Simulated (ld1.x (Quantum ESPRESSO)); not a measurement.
# Building the PAW potential for zinc (LDA (PZ), scalar-relativistic).

```
Element                 : Zn
Generator               : ld1.x (Quantum ESPRESSO) 7.5
Type                    : PAW
Functional              : LDA (PZ)
Relativity              : scalar-relativistic
Frozen core             : [Ar]
Valence charge          : 12
Reference configuration : 3d10 4s0.5 4p0 (charge +1.5)
Partial waves           : 4s (bound): rcut 1.85, rcutus 2.00 bohr; 4s channel at 0.8 Ry: rcut 1.85, rcutus 2.00 bohr; 4p (bound, empty): rcut 1.35, rcutus 1.80 bohr; 4p channel at 3.45 Ry: rcut 1.35, rcutus 1.80 bohr; 3d (bound): rcut 1.30, rcutus 1.45 bohr; 3d channel at -0.45 Ry: rcut 1.30, rcutus 1.45 bohr
Local potential         : all-electron potential smoothed inside 1.95 bohr (lloc = -1)
Core correction         : Bessel-smoothed model core, default radius (core density twice the valence density)
Augmentation charge     : PSQ, inside the norm-conserving radii
```

All-electron outer shells of the reference configuration (LDA (PZ), scalar-relativistic, ld1.x):

```json
{"shell": "3p", "level (eV)": "-98.49", "outermost node (bohr)": "0.25", "outermost maximum (bohr)": "0.59"}
{"shell": "3d", "level (eV)": "-25.52", "outermost node (bohr)": "–", "outermost maximum (bohr)": "0.56"}
{"shell": "4s", "level (eV)": "-18.76", "outermost node (bohr)": "0.84", "outermost maximum (bohr)": "1.94"}
{"shell": "4p", "level (eV)": "-11.82", "outermost node (bohr)": "0.91", "outermost maximum (bohr)": "2.37"}
```

Task: Estimate the cutoffs (Ry, on a coarse ladder) from which the occupation-weighted sum of valence levels, in a spherical-Bessel basis at the reference potential, stays within 10 and 1 mRy of its value at 400 Ry.

Result: 50 Ry and 90 Ry.

Task: What does a ghost test show?

Result: No extra level below or beside the all-electron valence levels (s, p, d, f tested).

Task: Is the overlap operator S = 1 + Σ q|β⟩⟨β| positive definite (Bessel basis up to 400 Ry)?

Result: Yes: its lowest eigenvalue is 0.42 (s channel).

Task: Which valence shell sets the plane-wave cutoff?

Result: 3d: its level needs 50 Ry to come within 1 mRy, against 8 Ry for 4s.

Task: Tests: 3d10 4s2 4p0; 3d10 4s1 4p0; 3d10 4s0 4p0; 3d10 4s1.5 4p0; 3d8 4s0 4p0; 3d9 4s2 4p0; 3d9 4s0 4p0. Which has the largest error in its energy relative to the reference configuration, and how large is it?

Result: 3d8 4s0 4p0, with -1121 meV (all-electron minus pseudo) on +113.54 eV.
